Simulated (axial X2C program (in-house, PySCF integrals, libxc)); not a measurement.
# Low determinants of CsN⁻ at the PBE0 level, without spin–orbit coupling

All values were computed with an in-house relativistic program for diatomic molecules. Spin-free means the one-electron spin-free X2C Hamiltonian. Basis: Cs dyall-acv3z [16s16p10d4f1g], N dyall-av3z [7s7p3d2f] (cores contracted in-house); Gaussian nuclei, density fitting, unrestricted open shells. Masses: Cs 132.905 u, N 14.003 u.

Search at 2.821 Å (vertical energies from the lowest determinant):

| ΔE (eV) | state | electrons beyond evenly filled partner blocks | electrons in σ, π, δ, φ |
| --- | --- | --- | --- |
| 0.00 | M_S = 3/2, Λ = 0 | σα, π+α, π-α | 29 26 8 0 |
| 0.02 | M_S = 1/2, Λ = 0 | σβ, π+α, π-α | 29 26 8 0 |
| 0.15 | M_S = 1/2, Λ = 1 | π+α, π+β, π-α | 28 27 8 0 |
| 0.17 | M_S = 3/2, Λ = 1 | 2 × σα, π+α, π+β, π-α | 28 27 8 0 |
| 0.35 | M_S = 3/2, Λ = 1 | 2 × π+α, π-α | 28 27 8 0 |
| 1.10 | M_S = 3/2, Λ = 2 | π+α, π-α, δ+α | 28 26 9 0 |
| 1.10 | M_S = 1/2, Λ = 2 | π+α, π-α, δ+β | 28 26 9 0 |

Lowest determinant, M_S = 3/2, Λ = 0 (beyond evenly filled blocks: σα, π+α, π-α): Re = 2.815 Å, ωe = 230.6 cm⁻¹.

The determinant in row 2 of the search, M_S = 1/2, Λ = 0 (beyond evenly filled blocks: σβ, π+α, π-α), was followed along the bond at PBE0; measured from the minimum of the lowest determinant it gives:

Te = 0.016 eV (131 cm⁻¹), Re = 2.801 Å, ωe = 240.1 cm⁻¹.

Task: Compare the bond of the determinant in row 2 with that of the lowest one.

Result: At PBE0 its Re is 0.014 Å shorter and its force constant, which goes as ωe², is 1.08 times that of the lowest determinant. This determinant mixes spin states, so it has no term energy of its own.

The search compares states at one distance, so a state with another bond length can lie lower; it is not exhaustive and yields mostly the lowest determinant of each block pattern, so other components and higher states of one pattern are missing. These are energies of single determinants, not of spin-adapted states; PBE0 term energies can be off by some tenths of an eV, and the functional has no current term. The lowest determinant need not be the ground state where others lie within half an eV. For an anion, determinants above electron detachment are held by the basis set. The highest occupied level of some functionals is positive through self-interaction error; at Hartree–Fock it is bound. Row 2 is spin-contaminated (⟨S²⟩ = 1.76 against 0.75), so its values are not those of a pure state. Row 1 has a positive highest level at its minimum. Row 2 has a positive highest level at its minimum.
